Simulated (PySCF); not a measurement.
# Substituent effects on chemical shifts

Parent skeleton `[CH2:1]1[CH2:2][SiH2:3][CH2:4]1`; one hydrogen on atom 1 is replaced by X. Hydrogens on one atom are averaged.

Theoretical values (PySCF 2.14): σ from GIAO-PBE0/pcSseg-1, geometry: GFN2-xTB. Single conformer, fast rotation and ring inversion assumed for equivalent nuclei, gas phase, non-relativistic.

Scale: 13C, 29Si, 1H against TMS (reference shieldings calculated alike).

Parent (X = H): C1 22.6, C2/C4 10.0, Si3 -30.8, H(C1) 2.39, H(C2)/H(C4) 1.55, H(Si3) 4.88 ppm. Effects are Δδ = δ(X) − δ(H), positive for deshielding.

Q: Order these by the shift of H(C2)/H(C4), most shielded first.
A. X = C2F5
B. X = SO3H
C. X = CH2CN

A: C (-0.06 ppm), A (+0.16 ppm), B (+0.30 ppm).

Q: Order these by the shift of H(Si3), most shielded first.
A. X = NHCOCH3
B. X = CN
C. X = 2-pyridyl
D. X = C(S)CH3

A: A (-0.50 ppm), D (-0.25 ppm), B (-0.08 ppm), C (+0.16 ppm).

Q: Order these by the shift of C2/C4, most shielded first.
A. X = C2F5
B. X = N(SiH3)2
C. X = CN
D. X = SO3H
E. X = C(S)CH3

A: A (+0.0 ppm), D (+4.7 ppm), C (+7.2 ppm), E (+9.7 ppm), B (+13.3 ppm).
